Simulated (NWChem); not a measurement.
System: PbI cation, singlet; SMILES [Pb+][I]

Input file for NWChem:

```
start job
memory heap 200 mb stack 900 mb global 1100 mb
charge 1
geometry units angstroms noautoz
  Pb     0.000000     0.000000    -1.077552
  I      0.000000     0.000000     1.646111
end
basis spherical
  * library def2-svp
end
ecp
  I library def2-ecp
  Pb library def2-ecp
end
dft
  xc m06-l
  grid coarse
  iterations 150
  mulliken
end
task dft gradient
```

Excerpt of the output:

```
             Northwest Computational Chemistry Package (NWChem) 7.3.0
             --------------------------------------------------------

 ORDER OF PRIMARY AXIS IS BEING SET TO 4
 C4V symmetry detected

                             Geometry "geometry" -> ""
                             -------------------------

 Output coordinates in angstroms (scale by  1.889725989 to convert to a.u.)

  No.       Tag          Charge          X              Y              Z
 ---- ---------------- ---------- -------------- -------------- --------------
    1 Pb                  82.0000     0.00000000     0.00000000    -1.06928992
    2 I                   53.0000     0.00000000     0.00000000     1.65437308

 Effective nuclear repulsion energy (a.u.)     844.3791776562

      Symmetry information
      --------------------

 Group name             C4v
 Group number             18
 Group order               8
 No. of unique centers     2

                                 NWChem DFT Module
                                 -----------------

 Summary of "ao basis" -> "ao basis" (spherical)
 ------------------------------------------------------------------------------
       Tag                 Description            Shells   Functions and Types
 ---------------- ------------------------------  ------  ---------------------
 Pb                         def2-svp                10       26   4s4p2d
 I                          def2-svp                10       26   4s4p2d

      Symmetry analysis of basis
      --------------------------

        a1         20
        a2          0
        b1          4
        b2          4
        e          24

            General Information
            -------------------
          SCF calculation type: DFT
          Wavefunction type:  closed shell.
          No. of atoms     :     2
          No. of electrons :    46
           Alpha electrons :    23
            Beta electrons :    23
          Charge           :     1
          Spin multiplicity:     1
          Use of symmetry is: on ; symmetry adaption is: on
          Maximum number of iterations: 150
          AO basis - number of functions:    52
                     number of shells:    20
          Convergence on energy requested:  1.00D-06
          Convergence on density requested:  1.00D-05
          Convergence on gradient requested:  5.00D-04

              XC Information
              --------------
                        M06-L Method XC Functional
                         M06-L Exchange Functional  1.000
                       M06-L Correlation Potential  1.000

             Grid Information
             ----------------
          Grid used for XC integration:  coarse
          Radial quadrature: Mura-Knowles
          Angular quadrature: Lebedev.
          Tag              B.-S. Rad. Rad. Pts. Rad. Cut. Ang. Pts.
          ---              ---------- --------- --------- ---------
          Pb                  1.80      104           9.0       302
          I                   1.40      104          10.0       302
          Grid pruning is: on
          Number of quadrature shells:   208
          Spatial weights used:  Erf1

      Superposition of Atomic Density Guess
      -------------------------------------

 Sum of atomic energies:        -566.48721315

 Renormalizing density from      47.00 to     46

      Non-variational initial energy
      ------------------------------

 Total energy =    -485.631241
 1-e energy   =   -1044.052069
 2-e energy   =     451.561981
 HOMO         =      -0.639698
 LUMO         =      -0.304396

      Symmetry analysis of molecular orbitals - initial
      -------------------------------------------------

 !! scf_movecs_sym_adapt:    8 vectors were symmetry contaminated

  Symmetry fudging

 !! scf_movecs_sym_adapt:    8 vectors were symmetry contaminated

  Numbering of irreducible representations:

     1 a1          2 a2          3 b1          4 b2          5 e

  Orbital symmetries:

     1 a1          2 a1          3 a1          4 e           5 e
     6 a1          7 e           8 e           9 a1         10 e
    11 e          12 b1         13 b2         14 a1         15 e
    16 e          17 b2         18 b1         19 a1         20 a1
    21 e          22 e          23 a1         24 e          25 e
    26 a1         27 a1         28 a1         29 e          30 e
    31 e          32 e          33 a1

     ---------------------------------------------
      Total Density - Mulliken Population Analysis
     ---------------------------------------------

    Atom       Charge   Shell Charges
 -----------   ------   -------------------------------------------------------
    1 Pb  22    20.42   3.00 -0.94  1.43  0.51  3.38  2.62  0.27  0.10  9.86  0.19
    2 I   25    25.58   1.83  0.23  1.42  0.49  2.88  3.20  3.28  2.24  9.89  0.13

   convergence    iter        energy       DeltaE   RMS-Dens  Diis-err
 ---------------- ----- ----------------- --------- --------- ---------
 d= 0,ls=0.0,diis     1   -490.5039330718 -5.97D+02  7.54D-02  1.24D+00
 d= 0,ls=0.0,diis     2   -487.5752972668  2.93D+00  7.13D-02  8.99D+00
 d= 0,ls=0.0,diis     3   -490.5850773830 -3.01D+00  2.01D-02  2.94D-01
 d= 0,ls=0.0,diis     4   -490.6639840547 -7.89D-02  4.08D-03  3.41D-02
 d= 0,ls=0.0,diis     5   -490.6663131992 -2.33D-03  1.52D-03  1.38D-02
  Resetting Diis
 d= 0,ls=0.0,diis     6   -490.6603506016  5.96D-03  6.29D-04  9.05D-03
 d= 0,ls=0.0,diis     7   -490.6614149714 -1.06D-03  7.02D-03  6.27D-03
 d= 0,ls=0.0,diis     8   -490.6535989063  7.82D-03  4.81D-03  4.09D-02
 d= 0,ls=0.0,diis     9   -490.6640403397 -1.04D-02  5.96D-04  1.70D-04
 d= 0,ls=0.0,diis    10   -490.6640698174 -2.95D-05  2.08D-04  4.33D-05
 d= 0,ls=0.0,diis    11   -490.6640764630 -6.65D-06  4.46D-05  2.26D-06
 d= 0,ls=0.0,diis    12   -490.6640768800 -4.17D-07  1.16D-05  2.93D-07
 d= 0,ls=0.0,diis    13   -490.6640769539 -7.39D-08  1.87D-06  4.92D-09

         Total DFT energy =     -490.664076953912
      One electron energy =    -1056.961208025577
           Coulomb energy =      497.791968426146
    Exchange-Corr. energy =      -38.353684043603
 Nuclear repulsion energy =      106.858846689122

 Numeric. integr. density =       46.000000183370

                  Occupations of the irreducible representations
                  ----------------------------------------------

                     irrep           alpha         beta
                     --------     --------     --------
                     a1                9.0          9.0
                     a2                0.0          0.0
                     b1                2.0          2.0
                     b2                2.0          2.0
                     e                10.0         10.0

                       DFT Final Molecular Orbital Analysis
                       ------------------------------------

 Vector   21  Occ=2.000000D+00  E=-4.624373D-01  Symmetry=a1
              MO Center= -2.2D-16, -9.3D-17,  6.8D-01, r^2= 4.2D+00
   Bfn.  Coefficient  Atom+Function         Bfn.  Coefficient  Atom+Function
  ----- ------------  ---------------      ----- ------------  ---------------
    39      0.528699  2 I  pz                42      0.395927  2 I  pz
    13     -0.376704  1 Pb pz                 3      0.296400  1 Pb s
    36     -0.212051  2 I  pz                 1     -0.178895  1 Pb s
    33     -0.171798  2 I  pz                 4      0.147397  1 Pb s
    10      0.125675  1 Pb pz                 7      0.123049  1 Pb pz

 Vector   22  Occ=2.000000D+00  E=-4.367528D-01  Symmetry=e
              MO Center= -1.4D-15,  7.3D-16,  1.3D+00, r^2= 2.6D+00
   Bfn.  Coefficient  Atom+Function         Bfn.  Coefficient  Atom+Function
  ----- ------------  ---------------      ----- ------------  ---------------
    38     -0.415675  2 I  py                37      0.400138  2 I  px
    41     -0.354383  2 I  py                40      0.341136  2 I  px
    35      0.168160  2 I  py                34     -0.161875  2 I  px
    12     -0.156953  1 Pb py                11      0.151087  1 Pb px
    32      0.135749  2 I  py                31     -0.130675  2 I  px

 Vector   23  Occ=2.000000D+00  E=-4.367528D-01  Symmetry=e
              MO Center=  1.6D-15, -8.5D-16,  1.3D+00, r^2= 2.6D+00
   Bfn.  Coefficient  Atom+Function         Bfn.  Coefficient  Atom+Function
  ----- ------------  ---------------      ----- ------------  ---------------
    37      0.415675  2 I  px                38      0.400138  2 I  py
    40      0.354383  2 I  px                41      0.341136  2 I  py
    34     -0.168160  2 I  px                35     -0.161875  2 I  py
    11      0.156953  1 Pb px                12      0.151087  1 Pb py
    31     -0.135749  2 I  px                32     -0.130675  2 I  py

 Vector   24  Occ=0.000000D+00  E=-3.244509D-01  Symmetry=e
              MO Center= -5.2D-16,  4.3D-17, -7.5D-01, r^2= 3.7D+00
   Bfn.  Coefficient  Atom+Function         Bfn.  Coefficient  Atom+Function
  ----- ------------  ---------------      ----- ------------  ---------------
    11      0.602937  1 Pb px                12      0.418154  1 Pb py
    14      0.323584  1 Pb px                15      0.224415  1 Pb py
    40     -0.204858  2 I  px                37     -0.199691  2 I  px
     8     -0.180948  1 Pb px                 5     -0.175112  1 Pb px
    41     -0.142075  2 I  py                38     -0.138491  2 I  py

 Vector   25  Occ=0.000000D+00  E=-3.244509D-01  Symmetry=e
              MO Center=  7.1D-16,  4.4D-16, -7.5D-01, r^2= 3.7D+00
   Bfn.  Coefficient  Atom+Function         Bfn.  Coefficient  Atom+Function
  ----- ------------  ---------------      ----- ------------  ---------------
    12      0.602937  1 Pb py                11     -0.418154  1 Pb px
    15      0.323584  1 Pb py                14     -0.224415  1 Pb px
    41     -0.204858  2 I  py                38     -0.199691  2 I  py
     9     -0.180948  1 Pb py                 6     -0.175112  1 Pb py
    40      0.142075  2 I  px                37      0.138491  2 I  px

 Vector   26  Occ=0.000000D+00  E=-2.341966D-01  Symmetry=a1
              MO Center= -4.6D-16, -4.0D-16, -4.8D-01, r^2= 5.4D+00
   Bfn.  Coefficient  Atom+Function         Bfn.  Coefficient  Atom+Function
  ----- ------------  ---------------      ----- ------------  ---------------
    13      0.668565  1 Pb pz                16      0.606079  1 Pb pz
    42      0.553210  2 I  pz                39      0.343727  2 I  pz
    30     -0.294013  2 I  s                  3      0.257802  1 Pb s
    29     -0.239288  2 I  s                 10     -0.191980  1 Pb pz
     7     -0.184497  1 Pb pz                 4      0.148888  1 Pb s

     ---------------------------------------------
      Total Density - Mulliken Population Analysis
     ---------------------------------------------

    Atom       Charge   Shell Charges
 -----------   ------   -------------------------------------------------------
    1 Pb  22    21.04   3.01 -0.95  1.49  0.42  3.39  2.63  0.72  0.26  9.71  0.36
    2 I   25    24.96   1.83  0.22  1.36  0.56  2.95  3.11  2.51  2.39  9.81  0.22

     -------------------------------------------
      Total Density - Lowdin Population Analysis
     -------------------------------------------

    Atom       Charge   Shell Charges
 -----------   ------   -------------------------------------------------------
    1 Pb  22    21.22   1.50  0.48  1.19  0.76  3.09  2.69  0.84  0.54  9.34  0.80
    2 I   25    24.78   1.25  0.73  1.07  0.80  2.77  3.17  2.41  2.53  9.49  0.54

     Multipole analysis of the density
     ---------------------------------

     L   x y z        total         alpha         beta         nuclear
     -   - - -        -----         -----         ----         -------
     0   0 0 0      1.000000    -23.000000    -23.000000     47.000000

     1   1 0 0      0.000000      0.000000      0.000000      0.000000
     1   0 1 0     -0.000000     -0.000000     -0.000000      0.000000
     1   0 0 1     -1.557131    -17.630149    -17.630149     33.703166

     2   2 0 0    -35.783103    -17.891552    -17.891552      0.000000
     2   1 1 0      0.000000      0.000000      0.000000      0.000000
     2   1 0 1     -0.000000     -0.000000     -0.000000      0.000000
     2   0 2 0    -35.783103    -17.891552    -17.891552      0.000000
     2   0 1 1      0.000000      0.000000      0.000000      0.000000
     2   0 0 2    -28.527159   -181.350354   -181.350354    334.173548

            General Information
            -------------------
          SCF calculation type: DFT
          Wavefunction type:  closed shell.
          No. of atoms     :     2
          No. of electrons :    46
           Alpha electrons :    23
            Beta electrons :    23
          Charge           :     1
          Spin multiplicity:     1
          Use of symmetry is: on ; symmetry adaption is: on
          Maximum number of iterations: 150
          AO basis - number of functions:    52
                     number of shells:    20
          Convergence on energy requested:  1.00D-06
          Convergence on density requested:  1.00D-05
          Convergence on gradient requested:  5.00D-04

              XC Information
              --------------
                        M06-L Method XC Functional
                         M06-L Exchange Functional  1.000
                       M06-L Correlation Potential  1.000

             Grid Information
             ----------------
          Grid used for XC integration:  coarse
          Radial quadrature: Mura-Knowles
          Angular quadrature: Lebedev.
          Tag              B.-S. Rad. Rad. Pts. Rad. Cut. Ang. Pts.
          ---              ---------- --------- --------- ---------
          Pb                  1.80      104           9.0       302
          I                   1.40      104          10.0       302
          Grid pruning is: on
          Number of quadrature shells:   208
          Spatial weights used:  Erf1

          Convergence Information
          -----------------------
          Convergence aids based upon iterative change in
          total energy or number of iterations.
          Levelshifting, if invoked, occurs when the
          HOMO/LUMO gap drops below (HL_TOL):  1.00D-02
          DIIS, if invoked, will attempt to extrapolate
          using up to (NFOCK): 10 stored Fock matrices.

                    Damping( 0%)  Levelshifting(0.5)       DIIS
                  --------------- ------------------- ---------------
          dE  on:    start            ASAP                start
          dE off:    2 iters        150 iters           150 iters

                            NWChem DFT Gradient Module
                            --------------------------

  charge          =   1.00
  wavefunction    = closed shell

  Using symmetry

                         DFT ENERGY GRADIENTS

    atom               coordinates                        gradient
                 x          y          z           x          y          z
   1 Pb      0.000000   0.000000  -2.020665    0.000000   0.000000   0.002123
   2 I       0.000000   0.000000   3.126312    0.000000   0.000000  -0.002123
```

Level: M06-L/def2-SVP with def2 effective core potentials on I, Pb. Low-valent species are run as closed-shell singlets; no triplet was tried in these runs. Coordinates come from a PBE-D3(BJ)/def2-SVP optimisation. def2 effective core potentials on I, Pb; no spin-orbit coupling.
